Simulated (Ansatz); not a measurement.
**Molecular dynamics of AlH₇N₂OSi**

Input file:

```yaml
crystal:
  periodic: [false, false, false]
  atoms:
    - { symbol: "N", position_ang: [-1.824221, 0.801408, 1.298999] }
    - { symbol: Si, position_ang: [-0.693897, -0.556587, 1.249293] }
    - { symbol: Al, position_ang: [0.685074, -0.024568, -0.68819] }
    - { symbol: "N", position_ang: [1.977026, -1.0417, -1.40048] }
    - { symbol: O, position_ang: [0.272511, 1.505333, -1.360448] }
    - { symbol: H, position_ang: [-2.572416, 0.895241, 1.964928] }
    - { symbol: H, position_ang: [-1.730422, 1.558653, 0.641684] }
    - { symbol: H, position_ang: [0.12583, -0.701113, 2.518202] }
    - { symbol: H, position_ang: [-1.3985, -1.891332, 1.102732] }
    - { symbol: H, position_ang: [2.527103, -0.796451, -2.211718] }
    - { symbol: H, position_ang: [2.243643, -1.9441, -1.032077] }
    - { symbol: H, position_ang: [0.465269, 2.139916, -2.048925] }
magnetization:
  spin_polarized: true
basis:
  gaussian: { orbitals: "6-31G" }
hamiltonian:
  xc: pbe0
  dispersion: d4
md:
  timestep: 0.5
  n_steps: 59
  ensemble: nvt_nose_hoover
  temperature: 700.0
  initial_velocities: maxwell_boltzmann
  seed: 952112
```

Command:

```bash
$ ansatz run input.yaml --threads 1 --pin off --max-ram 2048MiB --backend cpu --events-out ev --progress --plain --runs-dir out
```

It starts from a relaxed structure.

Output, in part (step lines, the closing report, with atoms numbered from 0):

```
md step     0: t =     0.00 fs  T =   700.0 K  F+E_penalty+E_count = -19602.91316582 eV  E_kin = 0.904820 eV  conserved = -19602.00834583 eV  (28 SCF iters)
[... lines left out ...]
Total energy: -19602.46260150 eV, -720.3772135786 hartree
Atom 0 at    -1.936520     0.695718     1.202663 Å, force     0.376932    -0.283657    -0.179210 eV/Å
Atom 1 at    -0.605357    -0.553526     1.229573 Å, force    -0.863846     1.210174     0.189834 eV/Å
Atom 2 at     0.755528     0.078112    -0.687365 Å, force    -0.271200    -1.352815     1.050127 eV/Å
Atom 3 at     1.791840    -1.180510    -1.369248 Å, force     0.417620    -0.176870    -0.248423 eV/Å
Atom 4 at     0.355387     1.569070    -1.297084 Å, force    -1.655434     2.388767    -1.878852 eV/Å
Atom 5 at    -2.193397     1.246887     2.010214 Å, force     0.013603    -0.194492    -0.206248 eV/Å
Atom 6 at    -2.454965     0.898504     0.351568 Å, force     0.247775    -0.039966     0.493417 eV/Å
Atom 7 at     0.070627    -0.364260     2.567482 Å, force     0.003404    -0.064783     0.029413 eV/Å
Atom 8 at    -1.235559    -1.906101     1.242311 Å, force     0.096655    -0.515775    -0.006061 eV/Å
Atom 9 at     2.265646    -1.199111    -2.255813 Å, force     0.142921     0.112388    -0.202032 eV/Å
Atom 10 at     2.007279    -2.008603    -0.831746 Å, force    -0.058111    -0.062641     0.028277 eV/Å
Atom 11 at    -0.333511     2.145624    -1.722878 Å, force     1.549682    -1.020331     0.929759 eV/Å
Dipole moment:     0.014704     0.010388    -0.316881 e Å
```

The steps, from the saved trajectory:

```
time (fs)  T (K)  potential energy less start (eV)  conserved less start (meV/atom)
        0    700                             0.000                             0.00
        1    623                             0.104                             0.31
        2    505                             0.259                             0.55
        3    479                             0.293                             0.56
        4    548                             0.201                             0.33
        5    587                             0.146                             0.01
        6    467                             0.306                             0.36
        7    381                             0.421                             0.74
        8    474                             0.294                             0.07
        9    469                             0.301                             0.15
       10    351                             0.458                             0.48
       11    280                             0.551                             0.60
       12    329                             0.487                             0.49
       13    430                             0.353                             0.14
       14    414                             0.374                             0.06
       15    298                             0.532                             0.75
       16    367                             0.439                             0.35
       17    468                             0.304                             0.01
       18    408                             0.386                             0.34
       19    319                             0.505                             0.57
       20    327                             0.495                             0.56
       21    425                             0.366                             0.29
       22    470                             0.305                            -0.03
       23    350                             0.467                             0.47
       24    314                             0.516                             0.66
       25    432                             0.357                            -0.01
       26    412                             0.387                             0.20
       27    296                             0.542                             0.53
       28    249                             0.603                             0.60
       29    316                             0.515                             0.42
```

The run went to its last step. The conserved energy stayed within 0.79 meV per atom of its start (net change 0.23 meV per atom), so the integration is sound. The mean temperature of the second half is 48 % below the set value. A run of 0.029 ps of so small a system gives no equilibrium averages. Limits of this set-up: no polarisation functions.

The same pairs are bonded in the first frame and the last. Pairs count as bonded within 1.25 times the sum of covalent radii (0.12 Å more for H–H).

Last frame:

```xyz
12
Properties=species:S:1:pos:R:3
N -1.937 0.696 1.203
Si -0.605 -0.553 1.230
Al 0.755 0.078 -0.687
N 1.792 -1.181 -1.369
O 0.355 1.569 -1.297
H -2.193 1.247 2.010
H -2.455 0.898 0.352
H 0.071 -0.364 2.567
H -1.236 -1.906 1.242
H 2.266 -1.199 -2.256
H 2.007 -2.009 -0.832
H -0.334 2.146 -1.723
```

Run time: 6.6 min on 1 thread of Arm Neoverse V2, on a shared host, peak memory 0.22 GiB.
